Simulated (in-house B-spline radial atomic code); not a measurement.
Checks on a self-consistent run for Tl⁺, [Kr] (4d3/2)3 (4d5/2)6 4f14 5s2 5p6 5d10 6s2 7s1. Level of theory: Dirac-Hartree-Fock, average of the jj configuration, Fermi nucleus of rms radius 5.4759 fm; calculated with a radial B-spline atomic code at the basis-set limit.

```
orbital  q       ε (Eh)     <1/r>         <r²>  small-component weight
  1s1/2  2  -3165.67301   99.3521  0.000368941                0.095158
  2s1/2  2   -570.32031   24.5347   0.00554385                0.021928
  2p1/2  2   -546.40922   24.4459   0.00392093                0.021973
  2p3/2  4   -470.40870   19.6787   0.00510086                0.019408
  3s1/2  2   -139.71605   9.01608     0.035845               0.0073825
  3p1/2  2   -129.00364   8.91377    0.0326942               0.0073119
  3p3/2  4   -111.88072   7.67426    0.0390024                0.006579
  3d3/2  4    -94.41022   7.54721     0.029982               0.0064241
  3d5/2  6    -90.84022   7.27577    0.0316087               0.0062367
  4s1/2  2    -33.44753   3.81573     0.171977               0.0025143
  4p1/2  2    -28.66788   3.70402     0.175038                0.002418
  4p3/2  4    -24.57414   3.29596     0.204668               0.0021628
  4d3/2  3    -16.98802   3.08763     0.216565               0.0019511
  4d5/2  6    -16.20714   3.00112     0.223564               0.0018887
  4f5/2  6     -6.23932   2.65904     0.247568               0.0015267
  4f7/2  8     -6.16696   2.62438     0.252794               0.0014988
  5s1/2  2     -6.44362   1.56307      0.85928              0.00064813
  5p1/2  2     -4.76885   1.44286     0.991336              0.00056679
  5p3/2  4     -3.97378   1.29736       1.1761              0.00048794
  5d3/2  4     -1.55004    1.0455      1.84853              0.00033753
  5d5/2  6     -1.46192   0.99611      1.97186              0.00030218
  6s1/2  2     -0.91116  0.566419      5.76233              0.00010451
  7s1/2  1     -0.26592  0.208765      38.0985              1.5106e-05
```

Electron-electron repulsion V_ee = 7392.3205 hartree.

(1) What total energy follows from the eigenvalues?

(2) Does the Dirac virial theorem hold?

(3) What diamagnetic shielding (Lamb formula) and susceptibility (Langevin formula) do the radii give?

## Answers

(1) The eigenvalues count the repulsion twice, so E = Σqε - V_ee = -12866.970 - 7392.320 = -20259.291 hartree; the run printed -20259.291.

(2) For a point nucleus E = -2c²Σq·w, with w the small-component weight. Here Σq·w = 0.53919 and c = 137.0360, so the ratio E/(-2c²Σq·w) is 1.000417; the finite nucleus accounts for the departure from 1.

(3) σ = (α²/3)Σq<1/r> = 630.924/(3·137.036²) = 11199 ppm, and χ = -0.79199×10⁻⁶·Σq<r²> = -67.25×10⁻⁶ cm³/mol with Σq<r²> = 84.908 bohr². Both are non-relativistic formulas without the paramagnetism of open shells; for so heavy an element the full relativistic shielding is larger by tens of per cent.
